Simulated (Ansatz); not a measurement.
Cartesian coordinates (Å):
```xyz
5

B      1.3532    -0.0193     0.0084
C      0.0000    -0.0009     0.0047
B     -1.3533     0.0190    -0.0066
H      2.5213    -0.0351     0.0107
H     -2.5213     0.0363    -0.0172
```
Charge 0, multiplicity 1.

Computed with Ansatz (a program for electronic structure) with frozen-core CCSD(T)/cc-pVQZ // B3LYP-D3(BJ)/def2-TZVP.

| Item | Value |
|---|---|
| HF energy | -88.34116 Ha |
| MP2 correlation energy | -0.35580 Ha |

Question: Estimate the CCSD correlation energy, the (T) correction, the total energy and the T1 diagnostic.

Answer: 
```json
{
 "CCSD correlation energy": "-0.36704 Ha",
 "(T) correction": "-0.02361 Ha",
 "CCSD(T) total energy": "-88.73181 Ha",
 "T1 diagnostic": "0.018"
}
```
